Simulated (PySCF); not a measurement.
## Relaxation of singlet [SnF3]-

These are results of PBE0/[Sn def2-SVPD with ECP28, F def2-SVPD], scalar-relativistic core potentials, density fitting, no spin–orbit coupling, PySCF, not measurements. A (50,194) grid was used.

A hand-made trigonal planar start, of D3h symmetry, held to at least that symmetry:

Coordinates in bohr (charge -1 multiplicity 1):
```
Sn    0.0000    0.0000    0.0000
F     3.8551    0.0000    0.0000
F    -1.9275    3.3386    0.0000
F    -1.9275   -3.3386    0.0000
```

**Question.** What does it relax to?

**Answer.** It ends at D3h with Sn–F 2.142 Å (×3); F–Sn–F 120.0° (×3) (after a last refinement on a finer grid). A frequency run shows 3 imaginary modes, down to 173i cm⁻¹, so it is a higher-order saddle point. Other isomers or separated fragments may lie lower.

**Question.** How much energy is released, and in how many steps?

**Answer.** 19.2 kJ/mol in 3 steps.

The relaxation took roughly 18 core-seconds on a shared host.
